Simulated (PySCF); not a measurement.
```xyz
9

C      1.7208    -0.1396    -0.3153
Si     0.2411     0.5905     0.0871
C     -1.3929    -0.2929     0.1675
H      2.6453     0.4252    -0.3465
H      1.8075    -1.1928    -0.5574
H      0.1744     2.0349     0.4105
H     -1.2629    -1.3463    -0.0859
H     -1.8234    -0.2264     1.1697
H     -2.1099     0.1474    -0.5297
```

Charge 0, multiplicity 1.

Give the Mulliken and meta-Löwdin atomic charges from PBE0-D3(BJ)/def2-TZVP run with PySCF.


```
atom  Mulliken (e)  meta-Löwdin (e)
----  ------------  ---------------
C1           -0.50            -0.64
Si2           0.27             0.61
C3           -0.50            -0.60
H4            0.14             0.14
H5            0.14             0.14
H6           -0.01            -0.08
H7            0.16             0.14
H8            0.15             0.14
H9            0.15             0.14
```
